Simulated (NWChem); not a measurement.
Molecule: CH₇NOSi; SMILES C[SiH](N)O

```xyz
11

Si     0.0936     0.0850    -0.3473
C      0.3399    -1.7021     0.1848
N     -1.4912     0.5457     0.1841
O      1.2268     1.1357     0.2876
H      0.3320     0.2205    -1.8088
H     -0.3549    -2.3722    -0.3373
H      0.1865    -1.8342     1.2627
H      1.3572    -2.0347    -0.0503
H     -1.9229     1.4015    -0.1435
H     -2.1881    -0.1657     0.3665
H      1.1013     1.3275     1.2286
```
Atoms are numbered in this order, from 1.

Program: NWChem. Pople sets run with spherical d functions. All runs use the structure optimised with B3LYP/6-31G* (spherical d). Core excitations by TDA in a window of 1s orbitals, non-relativistic and unshifted: absolute energies depend strongly on the exact-exchange share.

What does the run give for O K edge, PBE/6-311G**? Quantities: first 1s excitation (eV); dipole oscillator strength of the first; first state with f > 0.002 (eV); dipole oscillator strength of that state.


* **first 1s excitation (eV)**: 509.9
* **dipole oscillator strength of the first**: 0.0026
* **first state with f > 0.002 (eV)**: 509.9
* **dipole oscillator strength of that state**: 0.0026
